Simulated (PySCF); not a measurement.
PySCF job for tert-butylarsine (C4H11As), SMILES CC([AsH2])(C)C, PBE/pcSseg-1. Geometry: PBE-D3(BJ)/def2-SVP.

```python
import numpy as np
from pyscf import gto, scf, dft
from pyscf.prop.nmr import rks as nmr

mol = gto.M(
    atom='''
    C    -1.36527539   -1.44698970   -0.00000003
    C    -0.84022513   -0.00780626   -0.00000000
    C    -1.30561504    0.73568435   -1.26072135
    C    -1.30561504    0.73568429    1.26072139
    As    1.19272692    0.05506171    0.00000000
    H    -2.47899892   -1.44852902   -0.00000004
    H    -1.02924202   -2.00661946    0.89610953
    H    -1.02924203   -2.00661942   -0.89610962
    H    -0.92636176    1.77788018   -1.29049226
    H    -2.41655210    0.78313076   -1.28754612
    H    -0.97274642    0.22350861   -2.18697993
    H    -0.92636176    1.77788012    1.29049235
    H    -0.97274641    0.22350850    2.18697994
    H    -2.41655210    0.78313070    1.28754615
    H     1.35459940   -1.01187178    1.10332996
    H     1.35459941   -1.01187173   -1.10333001
    ''',
    basis='pcSseg-1',
    charge=0,
    spin=0,
    max_memory=1600,
    verbose=3,
)
mf = dft.RKS(mol, xc='pbe').density_fit(auxbasis='def2-universal-jkfit')
mf.grids.level = 3
mf.conv_tol = 1e-10
mf.max_cycle = 100
mf.kernel()
n = nmr.NMR(mf)
n.verbose = 2
n.max_cycle_cphf = 60
sigma = n.kernel()
print('atom   isotropic/ppm   span/ppm')
for i, s in enumerate(sigma):
    w = np.linalg.eigvalsh((s + s.T) / 2)
    print(f'{mol.atom_symbol(i):2s}{i + 1:3d} {w.mean():14.3f} {w[2] - w[0]:11.3f}')
```

Program output:

```
converged SCF energy = -2394.09960116586
atom   isotropic/ppm   span/ppm
C   1        137.017      61.909
C   2        138.386      24.311
C   3        146.124      49.082
C   4        146.124      49.082
As  5       1432.733     601.902
H   6         29.664      10.262
H   7         29.293       9.099
H   8         29.293       9.099
H   9         29.530       9.544
H  10         29.967       9.352
H  11         29.668       9.718
H  12         29.530       9.544
H  13         29.668       9.718
H  14         29.967       9.352
H  15         27.687      15.092
H  16         27.687      15.092
```

The calculation finished and met its thresholds.
